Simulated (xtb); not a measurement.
B(H)(Me)(SeH) (CH5BSe), SMILES B([SeH])C. All values are semi-empirical tight-binding results from xtb (GFN2-xTB unless named), good for trends rather than for accurate numbers. Geometry: GFN2-xTB. One conformer was computed; it need not be the lowest.

```json
{
 "point_group_as_xtb_finds_it": "Cs",
 "orbital_gap": "3.90 eV",
 "zero_point_energy": "34.9 kcal/mol",
 "G − E(el) at 298.15 K (modified RRHO)": "17.0 kcal/mol",
 "static polarisability (D4 model)": "54.1 bohr³",
 "solvation energy, GFN2-xTB/ALPB(water)": "-1.5 kcal/mol",
 "solvation energy, GFN2-xTB/ALPB(octanol)": "-3.3 kcal/mol"
}
```
